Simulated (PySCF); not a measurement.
**Exercise with solution: oscillator strength and radiative lifetime**

Cd(OH)(SiH3) (CdH₄OSi), SMILES [SiH3][Cd][OH].

Geometry optimised at B3LYP-D3(BJ)/def2-TZVP. The def2 effective core potentials stand for the cores of Cd; spin–orbit coupling is left out. Other conformers were not sampled.

TDA-LC-ωPBE/def2-SVPD in PySCF 2.14.0 puts the first singlet state with f over 0.02 at 6.24 eV (vertical), with the transition dipole (0.650, 0.458, 0.000) in atomic units.

### Question
Find the oscillator strength, the wavelength and the radiative lifetime that this transition would have in vacuum if emission retraced absorption.

### Answer

|μ|² = 0.6323 au, so |μ| = 2.02 D. ΔE = 6.24/27.211 = 0.2293 hartree. f = (2/3) ΔE |μ|² = 0.097 (the program prints 0.097).
λ = 1239.84/6.24 = 199 nm; ν = 50329 cm⁻¹.
Einstein's coefficient A = 0.6670 ν² f s⁻¹ (ν in cm⁻¹) = 1.6e8 s⁻¹, so τ = 1/A = 6.1 ns. This state is S2; the lower singlet has f = 0.015. The figure is the radiative limit of this one transition; relaxation, internal conversion, crossing to triplets and a medium change what is measured.
